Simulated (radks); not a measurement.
Species: Ba III. Configuration: [Xe] (the NIST ground configuration). Method: scalar-relativistic Kohn-Sham, PW91, spin-polarised, spherical densities, point nucleus; computed with a radial shooting solver on a logarithmic mesh with Libxc functionals.

Local quantities along the radius. ELF = 1/(1 + alpha^2) is the electron localisation function; alpha = (tau - tau_W)/tau_unif compares the Pauli kinetic energy density with that of the uniform gas (summed over spins); s = |grad rho|/(2 (3 pi^2)^(1/3) rho^(4/3)) is the reduced gradient; 4 pi r^2 rho is in e/bohr. tau is taken from the large components.

| r (bohr) | ELF | alpha | s | 4 pi r^2 rho |
|---|---|---|---|---|
| 0.001038 | 0.999 | 0.02371 | 0.7904 | 2.576 |
| 0.001189 | 0.999 | 0.02378 | 0.7401 | 3.247 |
| 0.001373 | 0.999 | 0.02401 | 0.6944 | 4.136 |
| 0.001573 | 0.999 | 0.02438 | 0.6576 | 5.183 |
| 0.001817 | 0.999 | 0.02496 | 0.6246 | 6.558 |
| 0.002081 | 0.999 | 0.02573 | 0.5985 | 8.158 |
| 0.002404 | 0.999 | 0.02681 | 0.5758 | 10.23 |
| 0.002754 | 0.999 | 0.02814 | 0.5586 | 12.61 |
| 0.00318 | 0.999 | 0.02996 | 0.5445 | 15.63 |
| 0.003644 | 0.999 | 0.03216 | 0.5350 | 19.01 |
| 0.004208 | 0.999 | 0.03514 | 0.5286 | 23.21 |
| 0.004821 | 0.999 | 0.03878 | 0.5261 | 27.77 |
| 0.005568 | 0.998 | 0.04379 | 0.5271 | 33.21 |
| 0.006379 | 0.998 | 0.05003 | 0.5316 | 38.87 |
| 0.007367 | 0.997 | 0.05888 | 0.5403 | 45.27 |
| 0.00844 | 0.995 | 0.07025 | 0.5523 | 51.49 |
| 0.009748 | 0.992 | 0.08704 | 0.5695 | 57.93 |
| 0.01117 | 0.988 | 0.1096 | 0.5899 | 63.50 |
| 0.0129 | 0.980 | 0.1445 | 0.6160 | 68.39 |
| 0.01478 | 0.964 | 0.1938 | 0.6444 | 71.63 |
| 0.01707 | 0.930 | 0.2734 | 0.6765 | 73.26 |
| 0.01955 | 0.869 | 0.3886 | 0.7048 | 72.99 |
| 0.02258 | 0.753 | 0.5727 | 0.7243 | 71.03 |
| 0.02587 | 0.599 | 0.8181 | 0.7199 | 68.24 |
| 0.02988 | 0.439 | 1.130 | 0.6739 | 65.43 |
| 0.03423 | 0.344 | 1.380 | 0.5833 | 64.17 |
| 0.03953 | 0.323 | 1.446 | 0.4562 | 65.60 |
| 0.04529 | 0.378 | 1.284 | 0.3493 | 70.14 |
| 0.0523 | 0.499 | 1.002 | 0.2884 | 77.84 |
| 0.05992 | 0.627 | 0.7718 | 0.2857 | 86.17 |
| 0.0692 | 0.720 | 0.6233 | 0.3248 | 93.31 |
| 0.07928 | 0.750 | 0.5780 | 0.3842 | 95.83 |
| 0.09156 | 0.712 | 0.6365 | 0.4538 | 92.59 |
| 0.1049 | 0.599 | 0.8181 | 0.5031 | 84.91 |
| 0.1211 | 0.432 | 1.146 | 0.4968 | 75.57 |
| 0.1388 | 0.334 | 1.411 | 0.4058 | 69.95 |
| 0.1603 | 0.362 | 1.328 | 0.2739 | 70.36 |
| 0.1837 | 0.501 | 0.9988 | 0.2160 | 75.71 |
| 0.2121 | 0.666 | 0.7079 | 0.2515 | 81.26 |
| 0.243 | 0.750 | 0.5767 | 0.3451 | 80.42 |
| 0.2806 | 0.746 | 0.5839 | 0.4823 | 70.02 |
| 0.3215 | 0.616 | 0.7893 | 0.6243 | 54.01 |
| 0.3713 | 0.335 | 1.410 | 0.6885 | 37.84 |
| 0.4254 | 0.195 | 2.030 | 0.4993 | 29.36 |
| 0.4913 | 0.307 | 1.502 | 0.2204 | 28.71 |
| 0.5629 | 0.593 | 0.8288 | 0.1905 | 31.79 |
| 0.65 | 0.754 | 0.5713 | 0.3071 | 32.95 |
| 0.7447 | 0.755 | 0.5693 | 0.4566 | 29.41 |
| 0.8601 | 0.639 | 0.7520 | 0.6206 | 22.25 |
| 0.9854 | 0.434 | 1.143 | 0.7313 | 15.44 |
| 1.138 | 0.277 | 1.614 | 0.6989 | 10.58 |
| 1.304 | 0.309 | 1.497 | 0.5516 | 8.340 |
| 1.506 | 0.534 | 0.9338 | 0.4883 | 7.244 |
| 1.725 | 0.744 | 0.5867 | 0.5757 | 6.254 |
| 1.992 | 0.822 | 0.4647 | 0.7787 | 4.782 |
| 2.283 | 0.806 | 0.4907 | 1.073 | 3.199 |
| 2.636 | 0.704 | 0.6485 | 1.549 | 1.749 |
| 3.02 | 0.506 | 0.9885 | 2.264 | 0.8262 |
| 3.488 | 0.241 | 1.776 | 3.513 | 0.3072 |
| 3.996 | 0.076 | 3.485 | 5.614 | 0.09996 |
| 4.615 | 0.014 | 8.379 | 10.41 | 0.02352 |
| 5.287 | 0.002 | 23.61 | 20.48 | 0.004368 |
| 6.106 | 0.000 | 88.28 | 45.92 | 0.0005231 |

On this mesh the ELF has minima near r = 0.040, 0.14, 0.43, 1.1 bohr, which separate the shells, and maxima near 0.079 (0.75), 0.24 (0.75), 0.74 (0.76), 2.0 (0.82).

Self-consistent cycle (total energy in hartree, residual of the potential): 1: -8133.827526, 6e+00; 2: -8135.530240, 3e+00; 3: -8136.058037, 4e-01; 4: -8136.066837, 7e-02; 5: -8136.067475, 1e-02; 6: -8136.068292, 3e-04; 7: -8136.068281, 2e-04; 8: -8136.068278, 1e-05; 9: -8136.068278, 4e-06; 10: -8136.068278, 1e-06; 11: -8136.068278, 5e-07; 12: -8136.068278, 2e-08; 13: -8136.068278, 3e-09.
